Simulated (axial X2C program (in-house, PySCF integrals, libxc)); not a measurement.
## YO⁺ at several levels of theory

Computed with an axial X2C code built on PySCF integrals. Spin-free means the one-electron spin-free X2C Hamiltonian; two-component (2c) means X2C with spin–orbit coupling and atomic mean-field two-electron Coulomb and Gaunt terms, so the difference of the two also holds small scalar two-electron terms. Basis: Y dyall-cv3z [11s12p9d6f3g], O dyall-av3z [7s6p3d2f] (cores contracted in-house); Gaussian nuclei, density fitting, unrestricted open shells. Masses: Y 88.906 u, O 15.995 u.

The run was started with this input:
```json
{"zs": [39, 8], "q": 1, "bas": ["dyall-cv3z", "dyall-av3z"], "levels": ["PBE0", "HF", "M06"], "cc": true, "r0": 1.87, "thr": -1.0, "nmax": 90, "npts": 10, "nst": 2, "ntry": 6}
```
```bash
python so2c.py task.json out
```

Keys: zs atomic numbers; q charge; bas basis sets; levels methods; cc coupled cluster on or off; r0 starting distance in Å; thr threshold in hartree for freezing inner shells (an s shell follows its p shell); nmax most natural virtual spinors; npts points on the curve; nst determinants followed; ntry starts of the search. HF also brings MP2.

State, spin-free: M_S = 0, Λ = 0 (closed shell); electrons by block: σα: 11, σβ: 11, π+α: 5, π+β: 5, π-α: 5, π-β: 5, δ+α: 1, δ+β: 1, δ-α: 1, δ-β: 1. Fragments: Y+ + O.

State, 2c: Ω = 0 (closed shell); electrons by block: 1/2: 16, -1/2: 16, 3/2: 6, -3/2: 6, 5/2: 1, -5/2: 1. Fragments: Y+ + O.

```csv
Hamiltonian,level,Re (Å),ωe (cm⁻¹),ωexe (cm⁻¹),Be (cm⁻¹),αe (cm⁻¹),μ (D)
spin-free,PBE0,1.726,963.3,2.58,0.4174,0.00161,-6.99
spin-free,HF,1.714,999.1,2.08,0.4233,0.00134,-8.27
spin-free,MP2,1.779,866.0,3.32,0.3931,0.00191,n/a
spin-free,CCSD,1.749,937.6,2.44,0.4065,0.00155,n/a
spin-free,CCSD(T),1.766,894.8,2.88,0.3986,0.00172,n/a
spin-free,M06,1.724,960.9,2.65,0.4185,0.00165,-7.06
2c,PBE0,1.726,963.6,2.58,0.4176,0.00161,-6.97
2c,HF,1.714,999.3,2.08,0.4235,0.00134,-8.26
2c,MP2,1.778,866.2,3.32,0.3932,0.00191,n/a
2c,CCSD,1.749,937.8,2.44,0.4066,0.00155,n/a
2c,CCSD(T),1.766,895.0,2.87,0.3987,0.00172,n/a
2c,M06,1.723,961.2,2.65,0.4187,0.00166,-7.05
```

Correlated methods: 8 electrons correlated (number of frozen shells: Y 4 s, 3 p, 1 d; O 1 s), 310 virtual spin orbitals or spinors in MP2, 90 natural virtuals in coupled cluster.

Dipoles are positive if O is the positive end and refer to the centre of mass.

One determinant describes the state; a PBE0 search over occupations chose it and may have missed a lower one. Closed shells are restricted here (equal orbitals for both partners); the stretched side of such a curve lies too high. De is not given where an atomic determinant may have missed its ground term or J level, or where the truncated virtual space spoils (T). CCSD and (T) use frozen natural virtuals with an MP2 correction for the truncation; (T) itself is uncorrected, so its De runs slightly low. Without a current term, density functionals place determinants with orbital angular momentum somewhat too high. The outer-core s and p shells of the metal are frozen in the correlated rows, which leaves out core–valence correlation; for alkali and alkaline-earth bonds that tends to lengthen them. The T1 diagnostic is large, a sign of multireference character. With the outer-core shells frozen, correlated bond lengths of heavy atoms tend to come out a few hundredths of an ångström too long.

Rough cost a point (2c) on 1 thread(s) of a shared host, integrals apart: PBE0 0.5 s, HF 0.29 s, CCSD(T) 2.4 s, M06 0.8 s.

The whole task took 110 s on 1 thread of Arm Neoverse V2, on a shared host.
